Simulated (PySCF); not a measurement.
First SCF of a structure search on quartet CuO(OH)₂, at a hand-made T-shaped (ligand arrangement 1) (heavy-atom frame) geometry. PySCF input:

```python
from pyscf import gto, scf, dft
mol = gto.M(atom='''
Cu     0.000000     0.000000     0.000000
O      0.000000     0.000000     1.720000
O      1.748900     0.000000     0.061100
O     -1.748900     0.000000     0.061100
H      2.365600    -0.735400     0.082600
H     -2.365600     0.735400     0.082600''',
    basis={'Cu': 'def2-TZVP', 'O': 'def2-TZVP', 'H': 'def2-TZVP'},
    charge=0, spin=3)
mf = dft.UKS(mol, xc='PBE0')
mf.grids.atom_grid = (50, 194)
aux = {'Cu': 'def2-universal-JKFIT', 'O': 'def2-universal-JKFIT', 'H': 'def2-universal-JKFIT'}
mf = mf.density_fit(auxbasis=aux)
mf.conv_tol = 1e-08
mf.diis_space = 10
mf.max_cycle = 60
mf.init_guess = 'minao'
mf.verbose = 4
mf.kernel()
```

Excerpt of the output (cycles alone):

```
init E= -1866.54373276058
cycle= 1 E= -1861.63970347564  delta_E=  4.9  |g|= 4.65  |ddm|= 1.93
cycle= 2 E= -1841.87894086887  delta_E= 19.8  |g|= 9.53  |ddm|= 11.9
cycle= 3 E= -1863.88360934379  delta_E=  -22  |g|= 3.49  |ddm|= 10.6
cycle= 4 E= -1858.5932726077  delta_E= 5.29  |g|= 2.96  |ddm|=  3.9
cycle= 5 E= -1865.6989267891  delta_E= -7.11  |g|= 1.51  |ddm|= 3.87
cycle= 6 E= -1865.89189119169  delta_E= -0.193  |g|= 1.77  |ddm|= 1.27
cycle= 7 E= -1866.71084865094  delta_E= -0.819  |g|= 0.58  |ddm|= 0.54
cycle= 8 E= -1866.81989551245  delta_E= -0.109  |g|= 0.201  |ddm|= 0.444
cycle= 9 E= -1866.81020865555  delta_E= 0.00969  |g|= 0.263  |ddm|= 0.17
cycle= 10 E= -1866.81158786529  delta_E= -0.00138  |g|= 0.258  |ddm|= 0.0153
cycle= 11 E= -1866.80849503349  delta_E= 0.00309  |g|= 0.27  |ddm|= 0.0389
cycle= 12 E= -1866.82431479528  delta_E= -0.0158  |g|= 0.215  |ddm|= 0.205
cycle= 13 E= -1866.83171212528  delta_E= -0.0074  |g|= 0.187  |ddm|= 0.118
cycle= 14 E= -1866.83358833527  delta_E= -0.00188  |g|= 0.175  |ddm|= 0.0469
cycle= 15 E= -1866.84164837204  delta_E= -0.00806  |g|= 0.102  |ddm|= 0.062
cycle= 16 E= -1866.8455393633  delta_E= -0.00389  |g|= 0.0181  |ddm|= 0.112
cycle= 17 E= -1866.84580455572  delta_E= -0.000265  |g|= 0.00447  |ddm|= 0.0298
cycle= 18 E= -1866.8458456234  delta_E= -4.11e-05  |g|= 0.00811  |ddm|= 0.0138
cycle= 19 E= -1866.84593398201  delta_E= -8.84e-05  |g|= 0.00466  |ddm|= 0.0218
cycle= 20 E= -1866.84598370664  delta_E= -4.97e-05  |g|= 0.00198  |ddm|= 0.0209
cycle= 21 E= -1866.84600313155  delta_E= -1.94e-05  |g|= 0.00119  |ddm|= 0.0107
cycle= 22 E= -1866.84602631855  delta_E= -2.32e-05  |g|= 0.000894  |ddm|= 0.0167
cycle= 23 E= -1866.84603343401  delta_E= -7.12e-06  |g|= 0.000888  |ddm|= 0.00843
cycle= 24 E= -1866.84603813435  delta_E= -4.7e-06  |g|= 0.000569  |ddm|= 0.0103
cycle= 25 E= -1866.84603876949  delta_E= -6.35e-07  |g|= 0.000134  |ddm|= 0.00315
cycle= 26 E= -1866.84603886089  delta_E= -9.14e-08  |g|= 0.000189  |ddm|= 0.00154
cycle= 27 E= -1866.84603887955  delta_E= -1.87e-08  |g|= 5.52e-05  |ddm|= 0.000219
cycle= 28 E= -1866.84603888346  delta_E= -3.9e-09  |g|= 1.54e-05  |ddm|= 0.000208
Extra cycle  E= -1866.84603888288  delta_E= 5.78e-10  |g|= 4.31e-05  |ddm|= 4.11e-05
converged SCF energy = -1866.84603888288  <S^2> = 3.7700898  2S+1 = 4.0100323
```

No lower solution of this spin was found from smeared starts or by a stability analysis within the unrestricted form.

Open d and f shells are described by one determinant, and the ground state may have another occupation or spin.

The search for the lowest solution, 3 starts and the stability check together, took 26 s on 4 threads of a shared Intel Xeon 6975P-C (Granite Rapids) host, with 150 basis functions; the process peaked at 0.78 GiB.
